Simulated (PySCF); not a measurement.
Two species compared at the same levels of theory.

First species: C₈H₈O₄.
Z-matrix (Å and degrees, GFN2-xTB geometry), rows numbered from 1:
```
C 
O   1  1.4190
C   2  1.3343  1  119.04
C   3  1.3591  2  125.70  1  -179.08
C   4  1.4611  3  127.83  2     0.32
C   5  1.5119  4  120.30  3   143.59
C   6  1.4874  5   60.49  4   109.58
C   4  1.4679  3  107.25  2  -179.99
O   8  1.1924  4  130.90  3  -179.69
O   8  1.3922  4  107.83  3     0.22
C  10  1.3613  8  109.79  4    -0.22
O  11  1.1955  3  129.70  2    -0.17
H   1  1.0886  2  105.11  3   179.76
H   1  1.0918  2  111.35  3    60.76
H   1  1.0917  2  111.47  3   -61.12
H   5  1.0826  4  112.41  3    -1.36
H   6  1.0783  5  117.36  7  -107.91
H   6  1.0791  5  117.19  7   109.75
H   7  1.0790  5  117.23  6  -109.75
H   7  1.0779  5  117.40  6   107.88
```

Second species: CF2Cl-CCl3, C2Cl4F2.
InChI=1S/C2Cl4F2/c3-1(4,5)2(6,7)8

Levels: PBE0/pcSseg-1 for dipole moment, HOMO energy, LUMO energy and HOMO–LUMO gap; GFN2-xTB for rotational constant A and rotational constant C. Geometries: GFN2-xTB. Each structure is a single optimised conformer of the isolated species, non-relativistic unless stated. Electronic properties by PySCF.

The conformers computed, where there is a choice (atom-mapped SMILES and torsion angles):
- `[CH3:1][O:2][C:3]1=[C:4]([CH:5]2[CH2:6][CH2:7]2)[C:8](=[O:9])[O:10][C:11]1=[O:12]`: C1–O2–C3–C4 -179°, C3–C4–C5–C6 144°
- `[F:1][C:2]([F:3])([Cl:4])[C:5]([Cl:6])([Cl:7])[Cl:8]`: F1–C2–C5–Cl6 -59°

| property | column X | column Y |
| --- | --- | --- |
| dipole moment | 0.61 D | 4.48 D |
| HOMO energy | -9.28 eV | -7.24 eV |
| LUMO energy | -1.22 eV | -2.70 eV |
| HOMO–LUMO gap | 8.06 eV | 4.54 eV |
| rotational constant A | 1.231 GHz | 1.567 GHz |
| rotational constant C | 0.881 GHz | 0.536 GHz |

Question: Which column belongs to which species?

Answer: Column X is the second species and column Y the first. The first has 20 atoms and 88 electrons, the second 8 and 98.

Question: How does each property change from the first species to the second?

Answer: dipole moment -3.87 D; HOMO energy -2.04 eV; LUMO energy +1.48 eV; HOMO–LUMO gap +3.52 eV; rotational constant A -0.336 GHz; rotational constant C +0.345 GHz.

On the first: The dipole equals about 15.0 × 10⁻³⁰ C·m (1 D = 3.33564 × 10⁻³⁰ C·m).

On the second: In atomic units the dipole is 0.24 e·bohr (1 au = 2.5417 D).
